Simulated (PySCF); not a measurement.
Species: C7H11NP2.
Atom-mapped SMILES: `[CH3:1][P:2]([CH2:3][PH2:4])[c:5]1[cH:6][cH:7][n:8][cH:9][cH:10]1`

Cartesian coordinates in Å at the GFN2-xTB level; atoms count from 1:
```
atom  x, y, z in Å
C1    -1.3181    1.9045   -0.6636
P2    -1.1425    0.6802    0.7176
C3    -2.0928   -0.7076   -0.0741
P4    -2.2376   -2.2031    1.0306
C5     0.5843    0.1741    0.3521
C6     1.5763    1.1198    0.6097
C7     2.8984    0.7885    0.3739
N8     3.2813   -0.3966   -0.0719
C9     2.3460   -1.3020   -0.2945
C10    0.9916   -1.0758   -0.0999
H11   -0.6712    2.7588   -0.4750
H12   -1.0567    1.4554   -1.6215
H13   -2.3504    2.2503   -0.6899
H14   -3.1113   -0.3521   -0.2626
H15   -1.6598   -0.9903   -1.0394
H16   -1.0584   -1.9979    1.7494
H17   -2.9796   -1.5542    2.0143
H18    1.3122    2.0958    0.9918
H19    3.6940    1.5003    0.5533
H20    2.7002   -2.2614   -0.6497
H21    0.2850   -1.8699   -0.2964
```

NICS is the negative of the GIAO shielding at a point without a nucleus: at the ring centre (0) and 1 Å above and below it (1); zz is the component along the ring normal. Level: GIAO PBE0/pcSseg-1 (PySCF, non-relativistic, gas phase) on the GFN2-xTB geometry, one conformer.

Ring bond lengths (Å), with Mayer bond orders in brackets: C5–C6 1.395 (1.39), C6–C7 1.383 (1.42), C7–N8 1.323 (1.47), N8–C9 1.321 (1.49), C9–C10 1.387 (1.41), C10–C5 1.390 (1.38).

Problem. What do the NICS probes read (ppm)?

Solution. 
```
              ring                                               type  NICS(0)  NICS(1), two faces  NICS(1)zz, two faces  rms pucker (Å)  centre to ring atoms, mean (Å)
C5–C6–C7–N8–C9–C10  6-membered ring with N; formal bonds all aromatic     -6.9       -11.0 / -11.1         -27.5 / -26.9            0.01                            1.37
```

Problem. What can be read from them?

Solution. 
- C5–C6–C7–N8–C9–C10: mean NICS(1)zz -27.2 ppm, shielded, aromatic by this magnetic criterion (flat ring, no four-coordinate atom).

Problem. What does the geometric index give? HOMA takes Krygowski's 1993 parameters.

Solution. 
- C5–C6–C7–N8–C9–C10: HOMA 0.99; the largest term is that of N8–C9, α(R − Ropt)² = 0.02. The geometric and the magnetic index point the same way.
